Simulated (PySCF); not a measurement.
## Worked example: chemical shift, span and skew from a shielding tensor

C₄H₃BrO, SMILES c1(occc1)Br. Atoms are numbered in the order given.

```xyz
9

Br     0.0049     1.5237     0.0000
C     -0.1031    -0.3261     0.0000
C     -1.1731    -1.1688     0.0000
C     -0.6095    -2.4936     0.0000
C      0.7423    -2.3314     0.0000
O      1.0599    -1.0088     0.0000
H     -2.2223    -0.8813     0.0000
H     -1.1498    -3.4390     0.0000
H      1.5831    -3.0213     0.0000
```

The structure is a stationary point at ωB97X-D3(BJ)/def2-SVP.

GIAO shieldings from PBE/pcSseg-1 in PySCF, non-relativistic, no solvent. The symmetric part of the tensor of C4 has the principal values -17.9, 55.8, 151.9 ppm. The same nucleus in TMS has σ = 182.0 ppm at this level (PySCF, at its B3LYP-D3(BJ)/def2-TZVP geometry). Without spin–orbit terms, shifts of atoms bonded to Cl or Br come out too high.

**Question.** Work out the isotropic shielding, the ¹³C shift against TMS, the span and the skew.

**Answer.** 
σ(iso) = (σ11 + σ22 + σ33)/3 = 63.3 ppm. δ = σ(ref) − σ(iso) = 182.0 − (63.3) = 118.7 ppm.
Span Ω = σ33 − σ11 = 169.8 ppm. Skew κ = 3(σ(iso) − σ22)/Ω = 0.13. Tumbling in solution averages the tensor to δ; in a static solid the shielding alone would spread this spin-1/2 line over Ω.
